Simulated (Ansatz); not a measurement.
# Redistribution: C2H9ClSi2 + CH7ClSi2 → C2H10Si2 + CH6Cl2Si2

Species: C2H9ClSi2 `CC[SiH]([SiH3])Cl`, singlet; CH7ClSi2 `[SiH3]C[SiH2]Cl`, singlet; C2H10Si2 `CC[SiH2][SiH3]`, singlet; CH6Cl2Si2 `[SiH3]C[SiH](Cl)Cl`, singlet. The partners trade Cl for H; both sit on Si, so the bond types are kept.

Shapes, held fixed at every level: PBE0-D4/def2-TZVP. Flexible molecules stand in one conformer, not always the lowest. Programs: Ansatz 0.2.0. Electronic energies: no zero-point or thermal term.

Question: Estimate ΔE of this reaction.

Answer: The highest level, CCSD(T)/CBS estimate, gives ΔE = -2.7 kJ/mol; the levels span -4.2 to +3.2. That is about zero within the method's error. They disagree on the sign: 1 of 8 are positive. The column of differences is taken from that level and isn't an error. No measured value is set beside it here. The CBS estimate extrapolates MP2 from def2-TZVPP and def2-QZVPP and adds CCSD(T) − MP2 in the triple-zeta set, cores frozen.

```
               level                    kind  ΔE (kJ/mol)  less CCSD(T)/CBS estimate
       HF/def2-TZVPP            Hartree–Fock         +3.2                       +5.9
r2SCAN-D4/def2-TZVPP                meta-GGA         -4.2                       -1.5
 B3LYP-D4/def2-TZVPP           global hybrid         -2.7                        0.0
  wB97X-V/def2-TZVPP  range-separated hybrid         -2.9                       -0.2
   B2PLYP/def2-TZVPP           double hybrid         -1.4                       +1.3
  CCSD(T)/def2-TZVPP   coupled cluster or CI         -3.5                       -0.8
     CCSD/def2-TZVPP   coupled cluster or CI         -2.5                       +0.2
CCSD(T)/CBS estimate   coupled cluster or CI         -2.7                        0.0
```
